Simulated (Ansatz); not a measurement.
Two isomers of CH9BSSi2: A = `B[SiH2]CS[SiH3]`, B = `BS[SiH2][SiH2]C`.

Program: Ansatz. Geometries: PBE0-D4/def2-TZVP. ΔE: electronic, gas phase. CCSD(T)/CBS adds triple-zeta CCSD(T) − MP2 to the extrapolated MP2 energy (def2 sets, frozen cores). Functionals use def2-TZVPP. Each species was taken in one conformer, which may not be the lowest.

A:

```xyz
14

B    -2.2623    1.8941   -0.3248
Si   -0.8834    0.7842    0.6291
C     0.7998    0.7174   -0.2209
S     2.0138   -0.3056    0.6851
Si    1.5435   -2.2383   -0.0636
H    -3.3162    2.1041    0.2014
H    -2.1007    2.3485   -1.4200
H    -0.6869    1.2842    2.0190
H    -1.4343   -0.6006    0.7214
H     0.7203    0.3758   -1.2562
H     1.2338    1.7198   -0.2588
H     0.1901   -2.7040    0.3364
H     1.6087   -2.2371   -1.5506
H     2.5738   -3.1427    0.5025
```

B:

```xyz
14

B     1.821   -2.045    0.299
S     1.557   -0.775    1.509
Si    1.243    0.944    0.223
Si   -0.795    0.694   -0.898
C    -2.175    0.417    0.339
H     2.026   -3.145    0.711
H     1.798   -1.806   -0.871
H     1.216    2.118    1.138
H     2.408    1.084   -0.689
H    -1.053    1.910   -1.721
H    -0.673   -0.469   -1.821
H    -3.126    0.259   -0.173
H    -2.282    1.278    1.001
H    -1.966   -0.462    0.953
```

(1) Which isomer does CCSD(T)/CBS put lower? Give the gap. (Best estimate.)

(2) Give E(B) − E(A) in kcal/mol with CCSD/def2-TZVPP, HF/def2-TZVPP, MP2/def2-TZVPP, B2PLYP, PBE-D4, CCSD(T)/def2-TZVPP, r2SCAN-D4. (Best estimate.)

Largest T1 diagnostic: 0.014.

Answers

(1) Ansatz gave: B, by 43.7 kcal/mol.

(2) Computed: CCSD/def2-TZVPP -43.2, HF/def2-TZVPP -40.6, MP2/def2-TZVPP -44.9, B2PLYP -44.2, PBE-D4 -46.2, CCSD(T)/def2-TZVPP -43.9, r2SCAN-D4 -46.2. None reverses the order clearly.

In def2-TZVPP, CCSD(T) changes the Hartree–Fock value by −3.3 kcal/mol (the triples alone add −0.7 kcal/mol) and MP2 by −4.2 kcal/mol.
